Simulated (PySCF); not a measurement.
# Basis-set dependence of LiIn at r²SCAN

PySCF, UKS reference; singlet, unpaired electrons none; De to Li + In without counterpoise correction.

| basis | relativity | functions | Re (Å) | ωe (cm⁻¹) | De (eV) | μ (D) |
| --- | --- | --- | --- | --- | --- | --- |
| def2-SVP | scalar-relativistic core potentials | 35 | 3.025 | 264 | 0.83 | -2.38 |
| cc-pVDZ/cc-pVDZ-PP | scalar-relativistic core potentials | 37 | 3.018 | 265 | 0.83 | -1.95 |
| aug-cc-pVDZ/aug-cc-pVDZ-PP | scalar-relativistic core potentials | 55 | 3.011 | 264 | 0.82 | -2.16 |

Question: How does each smaller set differ from the one with most functions, aug-cc-pVDZ/aug-cc-pVDZ-PP?

Answer: def2-SVP: +1.4 pm, +0.0 % in ωe, +0.01 eV in De; cc-pVDZ/cc-pVDZ-PP: +0.7 pm, +0.4 % in ωe, +0.01 eV in De. All at r²SCAN; the set with most functions is neither the basis-set limit nor always the best.

A positive dipole means Li(−)In(+). Closed-shell solutions of metal pairs were not tested for spin polarisation, which can lower them a little. These are scalar-relativistic numbers at best; spin–orbit coupling would shift them, the dissociation energy most.
